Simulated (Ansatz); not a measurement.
`NB(Cl)Cl` and `NB(Cl)O[SiH3]` differ in one atom or group.

Ansatz, PBE0-D4/def2-TZVP geometries, multiplicity 1. Each molecule was computed in one conformer, which needn't be the lowest.

| property | `NB(Cl)Cl` |
| --- | --- |
| zero-point energy (PBE0-D4/def2-TZVP) / kJ/mol | 89.5 |
| HOMO–LUMO gap (ωB97M-V/def2-TZVPP) / eV | 12.96 |
| size of the dipole moment (B3LYP/def2-TZVPP) / D | 2.77 |
| LUMO energy (PBE/def2-TZVPP) / eV | -0.82 |
| LUMO energy (ωB97M-V/def2-TZVPP) / eV | 2.09 |
| LUMO energy (PBE0/def2-TZVPP) / eV | 0.17 |

What does the change do to each property? (Best estimate.)

The calculation gave: 
| property | `NB(Cl)O[SiH3]` | shift |
| --- | --- | --- |
| zero-point energy (PBE0-D4/def2-TZVP) / kJ/mol | 165.1 | 75.6 |
| HOMO–LUMO gap (ωB97M-V/def2-TZVPP) / eV | 12.18 | -0.78 |
| size of the dipole moment (B3LYP/def2-TZVPP) / D | 2.87 | 0.10 |
| LUMO energy (PBE/def2-TZVPP) / eV | -0.83 | -0.01 |
| LUMO energy (ωB97M-V/def2-TZVPP) / eV | 1.63 | -0.46 |
| LUMO energy (PBE0/def2-TZVPP) / eV | 0.02 | -0.15 |

With PBE0 the HOMO rises by 0.37 eV and the LUMO falls by 0.15 eV, so the gap narrows by about 0.52 eV. PBE moves the HOMO by 0.40 eV and ωB97M-V by 0.34 eV. The zero-point energy changes by 75.6 kJ/mol with +12 modes. Dipoles are sizes alone; their direction can turn.

B3LYP here is the variant with VWN-RPA as its local correlation; programs differ in this.
